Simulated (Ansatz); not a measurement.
HgF2. Total charge 0; singlet. Geometry PBE0-D4/def2-TZVP.

Cartesian coordinates in Å:
```
Hg 0.000 0.000 0.000
F -1.879 -0.324 0.204
F 1.879 0.324 -0.204
```

In the def2 sets Hg takes a core potential; there is no spin–orbit coupling.

Q: Estimate the orbital energies around the gap (eV) in Ansatz with PBE-D4/def2-SVP, PBE-D4/def2-TZVP, r2SCAN-D4/def2-TZVPD, PBE0-D4/def2-TZVPD, ωB97X-V/def2-TZVP.

A: 
```
orbital  PBE-D4/def2-SVP  PBE-D4/def2-TZVP  r2SCAN-D4/def2-TZVPD  PBE0-D4/def2-TZVPD  ωB97X-V/def2-TZVP
HOMO−13           -69.02            -69.20                -71.29              -73.55             -75.91
HOMO−12           -27.59            -28.50                -30.08              -31.96             -34.43
HOMO−11           -27.15            -28.11                -29.71              -31.57             -34.02
HOMO−10           -13.72            -14.03                -14.48              -15.99             -18.53
 HOMO−9           -12.82            -12.98                -13.46              -15.07             -17.67
 HOMO−8           -12.82            -12.98                -13.46              -15.07             -17.67
 HOMO−7           -12.06            -12.22                -12.75              -14.26             -16.82
 HOMO−6           -12.06            -12.22                -12.75              -14.26             -16.82
 HOMO−5            -9.77            -10.25                -10.60              -11.85             -14.11
 HOMO−4            -9.62             -9.81                -10.14              -11.35             -13.83
 HOMO−3            -8.82             -9.29                 -9.78              -11.35             -13.83
 HOMO−2            -8.82             -9.29                 -9.78              -11.26             -13.68
 HOMO−1            -7.85             -8.30                 -8.78              -10.30             -12.71
   HOMO            -7.85             -8.30                 -8.78              -10.30             -12.71
   LUMO            -3.18             -3.44                 -3.26               -2.44              -0.11
 LUMO+1            -0.77             -1.20                 -0.83               -0.58               1.03
 LUMO+2            -0.77             -1.20                 -0.83               -0.58               1.03
 LUMO+3             2.03              0.71                  1.06                0.98               2.72
 LUMO+4             3.46              3.07                  2.24                2.23               5.12
 LUMO+5            11.10              3.07                  2.36                2.43               5.12
```
